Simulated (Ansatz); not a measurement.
Computed with Ansatz on PBE0-D4/def2-TZVP structures; ΔE is electronic, products minus reactants. CCSD(T)/CBS is the MP2 limit (def2-TZVPP, def2-QZVPP) plus CCSD(T) − MP2 in def2-TZVPP, frozen cores. This one scheme is used for every species, atoms too. Functionals use def2-TZVPP. B3LYP here is the variant with VWN-RPA as its local correlation; programs differ in this. No spin–orbit coupling; open shells (•) take unrestricted orbitals. Spin–orbit coupling would lower the free atoms: a little for C, F, O, Si. Each species was taken in one conformer, which may not be the lowest.

`OC(F)[SiH2][SiH3]` → C• + F• + 7 H• + O• + 2 Si•  (atomization)

```tsv
level	ΔE (kcal/mol)	difference from CCSD(T)/CBS
ωB97X-V	950.6	5.5
PBE	947.4	2.3
PBE0	932.1	-13.0
B3LYP	932.3	-12.8
MP2/def2-TZVPP	926.7	-18.4
SCS-MP2/def2-TZVPP	927.1	-18.0
CCSD/def2-TZVPP	906.3	-38.8
CCSD(T)/def2-TZVPP	918.9	-26.2
HF/def2-QZVPP	682.6	-262.5
MP2/def2-QZVPP	942.2	-2.9
CCSD(T)/CBS	945.1	0
```

Largest T1 diagnostic among the species: 0.013.

In def2-TZVPP, CCSD(T) changes the Hartree–Fock value by +237.8 kcal/mol (the triples alone add +12.6 kcal/mol) and MP2 by +245.5 kcal/mol; breaking electron pairs costs correlation energy, which Hartree–Fock lacks. From PBE to PBE0 (25 % exact exchange), in def2-TZVPP and without D4, ΔE moves by −15.4 kcal/mol: exact exchange takes away binding that semilocal exchange gives to molecules. The D4 term adds +9.2 kcal/mol with B3LYP and +4.9 kcal/mol with PBE0; it sums over pairs of atoms, weighted by their polarisabilities, and B3LYP, whose exchange is more repulsive, gets the larger term.

For atomizations the MP2-based limit and the directly extrapolated one differ by several kJ/mol either way, and by 10 to 25 for some Ge, Se and Sn compounds, so smaller differences from it don't rank the levels.
